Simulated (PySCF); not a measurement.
B(H)(Br)(OEt) (C₂H₆BBrO), SMILES CCOBBr.

Coordinates come from a PBE0-D3(BJ)/def2-SVP optimisation. This is a generated structure with no PubChem entry under its InChIKey; it may be hypothetical. Other conformers were not sampled.

All values below come from TDDFT-PBE/def2-SVPD run with PySCF.

Vertical excitations. The molecule is in vacuum.

| state | energy (eV) | λ (nm) | f | main pairs |
|---|---|---|---|---|
| S1 | 5.41 | 229 | 0.000 | HOMO→LUMO 100 % |
| S2 | 6.24 | 199 | 0.162 | HOMO−1→LUMO 93 % |
| S3 | 6.43 | 193 | 0.002 | HOMO−2→LUMO 99 % |
| S4 | 6.74 | 184 | 0.026 | HOMO→LUMO+1 98 % |
| S5 | 7.02 | 177 | 0.014 | HOMO−1→LUMO+1 99 % |
| S6 | 7.16 | 173 | 0.039 | HOMO→LUMO+2 90 % |
| S7 | 7.21 | 172 | 0.017 | HOMO−4→LUMO 61 %, HOMO−3→LUMO 30 % |
| S8 | 7.44 | 167 | 0.044 | HOMO−1→LUMO+2 99 % |
| S9 | 7.48 | 166 | 0.018 | HOMO→LUMO+3 97 % |
| S10 | 7.55 | 164 | 0.071 | HOMO−3→LUMO 57 %, HOMO−4→LUMO 33 % |
| T1 | 5.21 | 238 | 0 | HOMO→LUMO 99 % |
| T2 | 5.35 | 232 | 0 | HOMO−1→LUMO 100 % |
| T3 | 6.04 | 205 | 0 | HOMO−2→LUMO 98 % |
| T4 | 6.39 | 194 | 0 | HOMO−3→LUMO 91 % |
Triplets are in the Tamm–Dancoff approximation, which puts them higher than full response would, so one can lie above its singlet here.
